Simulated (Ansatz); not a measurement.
Stepwise reaction of `[CH3][Al]([CH3])[NH2]` with hydrogen sulfide, as a gas-phase model of exchange steps in deposition or etching. ΔE in kJ/mol.

Gas-phase electronic energies from Ansatz, PBE0-D4/def2-TZVP geometries. CBS: MP2 limit from def2 TZ/QZ plus the TZ coupled-cluster correction, frozen cores. This one scheme is used for every species. Functionals use def2-TZVPP. B3LYP here is the variant with VWN-RPA as its local correlation; programs differ in this. One conformer a species, not always the lowest.

```tsv
step	reaction	PBE-D4	B3LYP-D4	ωB97M-V	CCSD(T)/CBS
1	`[CH3][Al]([CH3])[NH2]` + H₂S → `[CH3][Al]([NH2])[SH]` + CH₄	-121.0	-122.6	-120.1	-123.2
2	`[CH3][Al]([NH2])[SH]` + H₂S → `[NH2][Al]([SH])[SH]` + CH₄	-111.8	-113.3	-110.5	-113.8
```

Q: By hand: ΔE of the 2 steps together at CCSD(T)/CBS.

A: (-123.2) + (-113.8) = -237.0 kJ/mol, or -118.5 kJ/mol a step.

In ΔE each step is higher than the one before. All are downhill at CCSD(T)/CBS. PBE-D4 differs from CCSD(T)/CBS by 2.0 to 2.2 kJ/mol a step. Isolated molecules leave out the surface, adducts and barriers. Largest T1 diagnostic: 0.011.
